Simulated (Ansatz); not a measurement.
Cost and result for the atomization energy of C2H5NOSSi (`CO[Si]1(S)C=N1`) (11 atoms, 11 bonds).

| atom | x (Å) | y (Å) | z (Å) |
| --- | --- | --- | --- |
| C1 | -0.957 | 1.500 | -0.998 |
| O2 | -0.020 | 1.110 | -0.013 |
| Si3 | 0.459 | -0.387 | 0.366 |
| S4 | 0.844 | -1.459 | -1.414 |
| C5 | 1.032 | -0.800 | 1.968 |
| N6 | -0.163 | -1.261 | 1.756 |
| H7 | -0.701 | 2.508 | -1.327 |
| H8 | -1.965 | 1.508 | -0.575 |
| H9 | -0.941 | 0.830 | -1.863 |
| H10 | 0.787 | -2.643 | -0.781 |
| H11 | 1.625 | -0.904 | 2.880 |

Total charge 0; spin multiplicity 1. The structure was optimised at the PBE0-D4/def2-TZVP level. It is one conformer, not always the lowest. Program: Ansatz. All runs use 4 threads of an Arm Neoverse V1 on a shared host. Times are those of one run each, without the atoms' runs, and a repeat can differ threefold. Electronic energies, without spin–orbit coupling; frozen cores. CCSD(T)/CBS adds CCSD(T) − MP2 in def2-TZVPP to the MP2 limit, and its time is that of the two runs behind it. T1 = 0.013. HSE06 is the plane-wave form, built on full-range PBE exchange.

CCSD(T)/CBS is a level of theory with its own doubt, some kJ/mol a heavy atom from the limit and from the frozen cores, so smaller differences don't rank the functionals.

```
                           level  functions  wall time  atomization (kJ/mol)  difference from CCSD(T)/CBS  per bond
          LDA (SPW92)/def2-TZVPP        278      1.6 s                4902.0                        693.8      63.1
            revPBE-D4/def2-TZVPP        278      2.5 s                4215.5                          7.3       0.7
              BLYP-D4/def2-TZVPP        278      2.5 s                4222.1                         13.9       1.3
             HSE06-D4/def2-TZVPP        278      4.3 s                4226.7                         18.5       1.7
             BHLYP-D4/def2-TZVPP        278      4.3 s                4038.7                       -169.5     -15.4
         CAM-B3LYP-D4/def2-TZVPP        278      4.7 s                4217.1                          8.9       0.8
               B2PLYP/def2-TZVPP        278      7.5 s                4155.9                        -52.3      -4.8
                CCSD(T)/def2-SVP        117        8 s                3884.6                       -323.6     -29.4
              ωB97X-V/def2-TZVPP        278       10 s                4235.3                         27.1       2.5
ωB97M-V/def2-TZVPP (with forces)        278       14 s                4237.4                         29.2       2.6
                  MP2/def2-QZVPP        518       29 s                4260.2                         52.0       4.7
              CCSD(T)/def2-TZVPP        278    4.4 min                4069.0                       -139.2     -12.7
               CCSD(T)/CBS(def2)          –    4.9 min                4208.2                          0.0       0.0
```

The D4 term adds +46.0 kJ/mol with B3LYP and +24.3 kJ/mol with PBE0; it sums over pairs of atoms, weighted by their polarisabilities, and B3LYP, whose exchange is more repulsive, gets the larger term. From BLYP to BHLYP (50 % exact exchange), in def2-TZVPP and without D4, the atomization energy moves by −157.6 kJ/mol: exact exchange takes away binding that semilocal exchange gives to molecules. Leaving LDA and LC-ωPBE aside and taking each functional with its dispersion term where it has one, the values, not all of them listed here, spread over 297.2 kJ/mol, from BHLYP-D4 to PBE-D4. LDA lies +594.6 kJ/mol from PBE without D4, its usual overbinding.

B3LYP here is the variant with VWN-RPA as its local correlation; programs differ in this.
